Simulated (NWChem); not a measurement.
Species: C₂HClF₂; SMILES F/C=C(\F)Cl

All runs: NWChem. Coordinates come from a PBE0/def2-SVP optimisation. Level: PBE0/def2-SVP with SMD (1 M gas to 1 M solution), gas-phase geometry.

For solvent n-hexane:

| Property | Value |
|---|---|
| solvation free energy (kcal/mol) | -1.2 |
| cavity-dispersion-structure term (kcal/mol) | -0.2 |
| dipole in solution (D) | 1.59 |

Problem. What are these values for solvent water?

Solution. 
- solvation free energy (kcal/mol) = 1.7
- cavity-dispersion-structure term (kcal/mol) = 4.0
- dipole in solution (D) = 1.79
